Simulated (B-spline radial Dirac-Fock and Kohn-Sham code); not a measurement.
Compton profile of Dy³⁺

System: Dy³⁺ in the configuration [Xe] 4f7 5d2 (not the ground configuration).

The computed values come from a radial finite-basis atomic code: the impulse approximation on configuration-average Dirac-Fock orbitals. pz is in atomic units of momentum; subshell profiles are per electron, for a selection of subshells; open shells are spread over both j values by their weights.

```csv
pz,J total,J 2p3/2,J 4p1/2,J 4d5/2,J 5d5/2
0,7.701,0.0222,0.125,0.104,0.342
0.2,7.652,0.0222,0.125,0.104,0.342
0.3,7.588,0.0222,0.125,0.104,0.342
0.4,7.495,0.0222,0.125,0.104,0.341
0.5,7.368,0.0222,0.125,0.104,0.338
0.6,7.205,0.0222,0.125,0.104,0.332
0.8,6.776,0.0222,0.124,0.104,0.306
1,6.242,0.0222,0.123,0.104,0.262
1.2,5.673,0.0222,0.122,0.103,0.208
1.4,5.140,0.0222,0.120,0.103,0.154
1.6,4.684,0.0222,0.117,0.102,0.107
1.8,4.319,0.0222,0.114,0.101,0.0714
2,4.035,0.0222,0.109,0.100,0.0459
2.5,3.542,0.0222,0.0946,0.0941,0.0144
3,3.161,0.0222,0.0771,0.0848,0.00614
4,2.420,0.0222,0.0429,0.0598,0.00483
5,1.796,0.0221,0.0202,0.0356,0.00387
7,1.093,0.0217,0.00762,0.00923,0.00116
10,0.6575,0.0204,0.00643,0.00297,0.000247
15,0.3204,0.0163,0.00138,0.00229,0.000194
20,0.1720,0.0115,0.000419,0.000980,8.61e-05
30,0.06255,0.00449,0.000322,0.000128,1.14e-05
40,0.02820,0.00157,0.000144,1.94e-05,1.72e-06
60,0.008467,0.000216,2.35e-05,< 1e-6,< 1e-6
100,0.001483,9.84e-06,1.45e-06,< 1e-6,< 1e-6
```

J(0) = 7.701. The 5p3/2 subshell gives the largest part, 18 %.

Mean momentum ⟨p⟩ by subshell (a.u.): 1s1/2 65.4, 2s1/2 23.3, 2p1/2 30.9, 2p3/2 28.2, 3s1/2 11.7, 3p1/2 14.0, 3p3/2 13.2, 3d3/2 15.8, 3d5/2 15.5, 4s1/2 5.95, 4p1/2 6.64, 4p3/2 6.31, 4d3/2 6.83, 4d5/2 6.70, 4f5/2 6.40, 4f7/2 6.34, 5s1/2 2.40, 5p1/2 2.52, 5p3/2 2.37, 5d3/2 2.05, 5d5/2 2.01.
